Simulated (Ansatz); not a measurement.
The cluster As2S. The state is a triplet with charge 0. Geometry PBE0-D4/def2-TZVP; atoms count from 1.

Cartesian coordinates in Å:
```
As 0.260 0.150 1.322
As -0.837 -0.915 -0.547
S 0.577 0.766 -0.775
```

The structure comes from a short search, and lower isomers may exist.

Problem. Estimate the Mulliken populations from the PBE0/def2-TZVP orbitals of Ansatz.

Solution. 
```tsv
atom	charge (e)	spin (α − β)
As1	0.10	0.85
As2	0.10	0.85
S3	-0.19	0.30
```
Mulliken values and Mayer orders depend strongly on the basis.

Problem. Where does the spin sit?

Solution. Summed by element: As 1.70, S 0.30, of 2 unpaired in all. Largest on single atoms: As1 0.85, As2 0.85, S3 0.30.

Problem. And the Mayer bond orders between bonded heavy atoms (over 0.3)?

Solution. As1–As2 1.07 (2.41 Å); As1–S3 1.21 (2.21 Å); As2–S3 1.21 (2.21 Å).
